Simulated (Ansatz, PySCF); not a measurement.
Molecule: MgCl₂, net charge 1, doublet state. 
Structure (B3LYP-D3(BJ)/def2-TZVP (Ansatz, an electronic-structure program) minimum search):
```xyz
3

Mg     0.0000     0.0000     0.0000
Cl     0.0000     0.0000     2.2467
Cl     0.0000     0.0000    -2.2467
```
Charge +1, spin multiplicity 2.

Total electronic energies in hartree. Correlated levels leave the core frozen unless marked. UHF or UKS for open shells. Spin-orbit coupling is left out. No relativistic terms. CBS marks a two-point X^-3 extrapolation of the correlation energy; Hartree-Fock from the larger set. [CCSD(T)-MP2]/basis is that difference in the basis named. The program attaches cautions to a run behind LC-wPBE-D3(BJ)/def2-TZVPD: asymmetric forces. The program attaches cautions to a run behind LC-wPBE/def2-TZVPD: asymmetric forces.

```tsv
level	program	energy (Eh)
HF/def2-TZVPD	PySCF	-1118.38490
RI-HF/def2-QZVPP	Ansatz	-1118.44678
BLYP-D3(BJ)/def2-TZVPD	Ansatz + dftd3	-1120.28278
BLYP/def2-TZVPD	Ansatz	-1120.27758
revPBE-D3(BJ)/def2-TZVPD	Ansatz + dftd3	-1120.06187
BP86-D3(BJ)/def2-TZVPD	PySCF + dftd3	-1120.36997
BP86/def2-TZVPD	PySCF	-1120.36552
r2SCAN/def2-TZVPD	PySCF	-1120.17720
B97M-V/def2-TZVPD	Ansatz	-1119.97798
PBE0/6-31G*	Ansatz	-1119.76568
PBE0/def2-TZVPD	Ansatz	___
BHLYP-D3(BJ)/def2-TZVPD	Ansatz + dftd3	___
TPSSh-D4/def2-TZVPD	PySCF + dftd4	___
HSE06/def2-TZVPD	Ansatz	-1119.82472
CAM-B3LYP-D3(BJ)/def2-TZVPD	Ansatz + dftd3	-1120.27186
LC-wPBE-D3(BJ)/def2-TZVPD	Ansatz + dftd3	-1119.90242
LC-wPBE/def2-TZVPD	Ansatz	-1119.89991
B2GP-PLYP-D3(BJ)/def2-TZVPD	Ansatz + dftd3	-1119.73240
B2PLYP-D3(BJ)/def2-TZVPD	Ansatz + dftd3	-1119.87815
B2PLYP-D4/def2-TZVPD	Ansatz + dftd4	-1119.87684
SCS-MP2/def2-TZVPPD	Ansatz	-1118.77462
CCSD(T)/def2-TZVPPD	Ansatz	-1118.83399
RI-MP2/CBS(def2-TZVPPD,def2-QZVPPD)+[CCSD(T)-MP2]/def2-TZVPPD	Ansatz	-1118.9330
```

### Question
Fill in the missing entries.

### Answer

- PBE0/def2-TZVPD, energy (Eh): -1119.84398
- BHLYP-D3(BJ)/def2-TZVPD, energy (Eh): -1120.25166
- TPSSh-D4/def2-TZVPD, energy (Eh): -1120.30637
